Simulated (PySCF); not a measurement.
Relative stability

Two relaxed structures of LiGeH₃, singlet (PBE0-D4/def2-TZVP; forces vanish, vibrations not checked).

A:

Li1  (0.512, 0.499, -1.120)
Ge2  (-0.423, -0.389, 0.906)
H3  (-1.219, 0.026, -0.485)
H4  (0.427, 1.018, 0.705)
H5  (0.711, -1.081, -0.082)
(Å)

B:

```xyz
5
angstrom
Li -1.8375 -1.0324 1.6003
Ge -0.0816 -0.1076 0.3797
H -0.1164 -0.4430 2.0150
H 0.4177 1.3599 0.5657
H 1.2742 -0.8413 0.1330
```

Program: PySCF 2.14 with density fitting (its default auxiliary sets; JK sets also for MP2 and CCSD(T)). Basis: def2-TZVPP. Cores are frozen in the correlated methods. Filled d shells of the heavier atoms are correlated. The outer core shell of Li, Na, Mg and K is correlated. The def2 sets are not built for correlating such inner shells, so the correlated values are less sure here. B3LYP uses VWN-RPA correlation.

Problem. Which structure is lower at CCSD(T), and by how much? (To be estimated.)

Solution. By the calculation: A, by 39.6 kJ/mol (electronic energy, against the other). By their contacts, A is LiGeH₃ ([H]1[Li]23[H][Ge]12[H]3) and B is LiGeH₃ ([H]1[Li][GeH2]1).

All methods give the same order:

| method | E(B) − E(A) (kJ/mol) |
| --- | --- |
| PBE-D4 | 48.8 |
| r2SCAN-D4 | 42.6 |
| PBE0-D4 | 44.0 |
| B3LYP-D4 | 47.8 |
| wB97M-V | 45.9 |
| HF | 33.6 |
| MP2 | 38.0 |
| CCSD | 38.5 |
| CCSD(T) | 39.6 |

No T1 diagnostic of these runs exceeds 0.013.

Labels in which every atom is bracketed show which atoms are joined, not bond orders.

For scale, one of the runs: CCSD(T)/def2-TZVPP, 109 basis functions, launched by `OMP_NUM_THREADS=2 python run.py`. Hardware: 2 CPU threads of an Intel Xeon, shared host. Wall time about 78 s.
